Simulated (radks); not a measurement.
Results of a calculation; reference values are marked as such.
Task: The cobalt ion Co3+, 24 electrons, occupied as [Ar] 3d6. Level of theory: non-relativistic Kohn-Sham, r2SCAN, spin-unpolarised, spherical densities, point nucleus; meta-GGA in the generalised Kohn-Sham scheme (a radial shooting solver on a logarithmic mesh with Libxc functionals). Some entries of the table are withheld. Estimate them.

orbital  occ.  eigenvalue (hartree)  <r> (bohr)  r(max) (bohr)
1s          2             -278.5673     0.05692            (1)
2s          2             -34.24270      0.2582         0.2158
2p          6             -29.86044         (2)         0.1733
3s          2              -5.20546      0.7766         0.6742
3p          6              -3.86702      0.8089         0.6795
3d          6              -1.67001      0.9329         0.6568

Result: 
(1) 1s r(max) (bohr): 0.03751
(2) 2p <r> (bohr): 0.2261
